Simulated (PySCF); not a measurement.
## Polarisability and C₆ of Tl (thallium, neutral)

[Xe] 4f14 5d10 6s2 6p1, 2P determinant. Computed with PySCF 2.14 in ANO-RCC-VTZP, with the spin-free X2C one-electron Hamiltonian (Gaussian nucleus). Coupled (time-dependent) response in atomic units; α is the mean over directions. The basis has no added diffuse functions, which lowers α and C₆.

```json
{"method": "PBE0", "mean α (bohr³)": "39.99", "α xx, yy, zz": "34.28, 51.43, 34.28", "C₆ (like pair)": "464.8", "S(−4)": "381.6"}
```

S(−4) is the Cauchy moment in α(ω) = α(0) + S(−4) ω² + …

Reference α: 50 ± 2 bohr³ (recommended; Schwerdtfeger and Nagle, table of static dipole polarizabilities (2023 update)). Published C₆: 509.0 (Gould and Bucko (2016)).

Spin-orbit coupling is absent.

α(iu) at PBE0:

| u (hartree) | α(iu) (bohr³) |
| --- | --- |
| 0 | 39.99 |
| 0.0500 | 39.07 |
| 0.100 | 36.60 |
| 0.200 | 29.67 |
| 0.300 | 23.21 |
| 0.500 | 14.81 |
| 0.750 | 9.672 |
| 1.00 | 7.047 |
| 1.50 | 4.426 |
| 2.00 | 3.096 |
| 3.00 | 1.765 |
| 5.00 | 0.7941 |

A single London oscillator, α(iu) = α/(1 + u²/ω²), gives C₆ = (3/4) ω α². Matching the computed C₆ needs ω = 4 × 464.8 / (3 × 39.99²) = 0.388 hartree.

The components differ because the open shell of this determinant is not spherical; for a pure term their mean is the scalar polarisability.

Spin-orbit coupling, absent here, splits the open shell strongly.
